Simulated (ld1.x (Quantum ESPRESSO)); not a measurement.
Configuration tests for P (TM semilocal)

phosphorus, norm-conserving Troullier–Martins (semilocal form), made with ld1.x (Quantum ESPRESSO) 7.5 (BLYP, non-relativistic). Core [Ne], reference 3s2 3p2 (charge +1). Waves: 3s (bound): rc 1.30 bohr; 3p (bound): rc 1.45 bohr; 3d channel at 0.15 Ry: rc 1.40 bohr. Local part: the d channel. Core correction: none.

Energies are relative to the spin-unpolarised reference configuration 3s2 3p2; without spin polarisation the order of configurations can differ from experiment.

```tsv
valence configuration	charge	ΔE all-electron (eV)	error AE − PS (meV)
3s2 3p3	0	-9.588	+4.9
3s2 3p1	+2	19.024	+15
3s2 3p2.5	+0.5	-5.884	+1.6
3s1 3p4	0	-1.122	+6.3
3s1 3p0	+4	100.650	+416
3s1 3p3	+1	9.035	+4.6
```

(1) What are ΔE and the potential's error for 3s2 3p0?

Levels in the configuration 3s1 3p3:

| level | all-electron (eV) | pseudo (eV) |
| --- | --- | --- |
| 3s | -23.742 | -23.728 |
| 3p | -14.654 | -14.650 |

Results:

(1) ΔE = 48.704 eV all-electron; the error (AE − PS) is +97 meV.

ld1.x printed “convergence not achieved” for 7 of the counted tests; their residual had stalled under 1e-8, short of the target of 1e-14.
